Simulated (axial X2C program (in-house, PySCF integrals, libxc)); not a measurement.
# Spin–orbit effects down a group: molecules with Se (ions), PBE0

Computed with an in-house all-electron X2C program for linear molecules (integrals from PySCF), spin-free (one-electron X2C) or two-component (2c: spin–orbit coupling with atomic mean-field Coulomb and Gaunt terms, which also bring small scalar terms), in Dyall basis sets with cores contracted in-house; open shells are unrestricted.

Basis sets: C dyall-av3z, Ge dyall-acv3z, Se dyall-acv3z, Si dyall-av3z.

```csv
molecule,spin-free state,Re (Å),ωe (cm⁻¹),De (eV),2c state,Re 2c (Å),ωe 2c (cm⁻¹),De 2c (eV)
CSe⁻,"M_S = 1/2, Λ = 1",1.770,822.9,4.57,Ω = 1/2,1.771,820.5,4.57
SiSe⁻,"M_S = 1/2, Λ = 1",2.169,475.3,4.17,Ω = 1/2,2.171,474.0,4.17
GeSe⁻,"M_S = 1/2, Λ = 1",2.244,331.2,3.79,Ω = 1/2,2.246,329.9,n/a
```

Task: Work out the shifts from the spin-free to the two-component result.

Result: 

```json
{"molecule": "CSe⁻", "2c state": "Ω = 1/2", "ΔRe (Å)": "0.001", "Δωe (cm⁻¹)": "-2.4", "ΔDe (eV)": "0.00"}
{"molecule": "SiSe⁻", "2c state": "Ω = 1/2", "ΔRe (Å)": "0.002", "Δωe (cm⁻¹)": "-1.3", "ΔDe (eV)": "0.00"}
{"molecule": "GeSe⁻", "2c state": "Ω = 1/2", "ΔRe (Å)": "0.002", "Δωe (cm⁻¹)": "-1.3", "ΔDe (eV)": "n/a"}
```

Shifts of one unit in the last digit are rounding.

Fragments in 2c: Se- + C, Se- + Si, Se- + Ge. Each entry is the lowest single determinant of a limited PBE0 search at one distance. De goes to single-determinant-based atoms at the same level (for ions the charge split of lowest energy) and is withheld (n/a) where an atom does not fit its ground term or J level. Main or longest-lived isotopes. Some light 2c atoms are not at their ground J level, so De misses part of their lowering (0.04 eV or less). The functionals have no current term, which raises determinants with orbital currents.
